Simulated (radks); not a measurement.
Question: Species: the argon ion Ar2+. Configuration: [Ne] 3s2 3p4. Method: scalar-relativistic Kohn-Sham, revPBE, spin-unpolarised, spherical densities, finite nucleus; Fermi nuclear charge, rms radius 3.4274 fm; computed with a radial shooting solver on a logarithmic mesh with Libxc functionals. Some entries of the table are withheld. Estimate them.

orbital  occ.  eigenvalue (eV)  <1/r> (bohr^-1)
1s          2              (1)            17.70
2s          2              (2)              (3)
2p          6        -259.9452              (4)
3s          2         -50.5568            1.042
3p          4         -35.4007           0.9243
3d          0              (5)           0.6369
4s          0              (6)           0.3736

Answer: 
(1) 1s eigenvalue (eV): -3151.678
(2) 2s eigenvalue (eV): -327.1068
(3) 2s <1/r> (bohr^-1): 3.558
(4) 2p <1/r> (bohr^-1): 3.457
(5) 3d eigenvalue (eV): -14.6910
(6) 4s eigenvalue (eV): -13.3151
